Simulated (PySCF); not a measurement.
C5H12GeO2.
Atom-mapped SMILES: `[CH3:1][CH2:2][C@@H:3]1[CH2:4][O:5][Ge@@H:6]([CH3:7])[O:8]1` (hydrogens: H9, H10, H11 on C1; H12, H13 on C2; H14 on C3; H15, H16 on C4; H17 on Ge6; H18, H19, H20 on C7)

Level of theory: PBE0-D3(BJ)/def2-SVP geometry optimisation, gas phase in PySCF.

Task: What internal coordinates does the optimisation give?

Result: 
| bond | length (Å) |
| --- | --- |
| C1–C2 | 1.520 |
| C2–C3 | 1.526 |
| C3–C4 | 1.541 |
| C4–O5 | 1.410 |
| O5–Ge6 | 1.794 |
| Ge6–C7 | 1.932 |
| Ge6–O8 | 1.792 |
| C3–O8 | 1.418 |
| C1–H9, C1–H10, C1–H11 | 1.101 |
| C2–H12 | 1.105 |
| C2–H13 | 1.102 |
| C3–H14 | 1.105 |
| C4–H15 | 1.102 |
| C4–H16 | 1.108 |
| Ge6–H17 | 1.539 |
| C7–H18, C7–H19, C7–H20 | 1.099 |

Bonds in one row agree within 0.01 Å and their mean is given. A selection of angles:
| angle | degrees |
| --- | --- |
| C1–C2–C3 | 114.3 |
| C2–C3–C4 | 113.4 |
| C2–C3–O8 | 110.3 |
| C4–C3–O8 | 107.3 |
| C3–C4–O5 | 109.2 |
| C4–O5–Ge6 | 108.0 |
| O5–Ge6–C7 | 114.5 |
| O5–Ge6–O8 | 92.8 |
| C7–Ge6–O8 | 110.2 |
| C3–O8–Ge6 | 109.0 |

Dihedral angles: C1–C2–C3–C4 -73° (synclinal); C2–C3–C4–O5 -82° (synclinal); C3–C4–O5–Ge6 -31° (synclinal); C4–O5–Ge6–C7 -102° (anticlinal); O5–Ge6–O8–C3 12° (synperiplanar); C2–C3–O8–Ge6 94° (anticlinal).

O8 (oxygen bonded to C and Ge) is bent (angle 109.0°). The 5-membered ring C3–C4–O5–Ge6–O8 has internal angles of 92.8° to 109.2°; it is puckered, 0.15 Å rms from its mean plane, widest ring torsion 40°. Ge6 (germanium bonded to C, 2 O and H) has angles from 92.8° to 114.5°. Of the pairs four or more bonds apart, H9···H15 is among the closest relative to their van der Waals radii: 2.24 Å, 94 % of the sum of Bondi's values. The C–C distances run from 1.520 Å (C1–C2, drawn single) to 1.541 Å (C3–C4, drawn single), a spread of 0.021 Å.

Point group: C1 (no symmetry element, even within 0.4 Å). No frequency check. The numbers are those of one conformer.

On one thread, Intel Xeon 6975P-C (x86_64) (shared host), this took 1.8 min and 0.89 GiB of memory at its peak. This is the geometry optimisation.
